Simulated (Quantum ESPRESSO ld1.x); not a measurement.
Problem. All-electron atom: the neodymium ion Nd3+ in [Kr] 4d10 4f3 5s1.5 5p6 5f0.5 (fractional occupations, a model configuration). Method: Dirac Kohn-Sham, PBE, spin-unpolarised, spherical densities, point nucleus; open shells fill j = l - 1/2 first; computed with ld1.x of Quantum ESPRESSO 7.5. Some entries of the table are withheld. Estimate them.

orbital  occ.  eigenvalue (hartree)  <r> (bohr)  <1/r> (bohr^-1)
1s1/2       2              -1594.85     0.02363            66.06
2s1/2       2              -258.923      0.1005              (1)
2p1/2       2              -245.007     0.08422              (2)
2p3/2       4              -225.895     0.09063              (3)
3s1/2       2              -57.2072      0.2659            5.664
3p1/2       2              -51.2688      0.2556            5.578
3p3/2       4              -47.4540      0.2681            5.181
3d3/2       4              -37.1196      0.2394              (4)
3d5/2       6              -36.2952      0.2433              (5)
4s1/2       2              -12.4110      0.6063            2.356
4p1/2       2              -10.1678         (6)            2.252
4p3/2       4              -9.33649         (7)            2.121
4d3/2       4              -5.64783      0.6973            1.904
4d5/2       6              -5.50007      0.7072            1.871
5s1/2     1.5              -2.61067       1.426           0.9341
5p1/2       2              -1.97795       1.574           0.8368
5p3/2       4              -1.84937       1.646           0.7933
4f5/2       3              -1.29109      0.9519            1.359
4f7/2       0              -1.27380      0.9607            1.347
5d3/2       0              -0.98853       2.182           0.5888
5d5/2       0              -0.97407       2.211           0.5803
6s1/2       0              -0.84771       3.237           0.3984
5f5/2     0.5              -0.39795       4.497           0.2804
5f7/2       0              -0.39719       4.510           0.2799

Solution. 
(1) 2s1/2 <1/r> (bohr^-1): 15.64
(2) 2p1/2 <1/r> (bohr^-1): 15.61
(3) 2p3/2 <1/r> (bohr^-1): 14.03
(4) 3d3/2 <1/r> (bohr^-1): 5.051
(5) 3d5/2 <1/r> (bohr^-1): 4.951
(6) 4p1/2 <r> (bohr): 0.6224
(7) 4p3/2 <r> (bohr): 0.6503
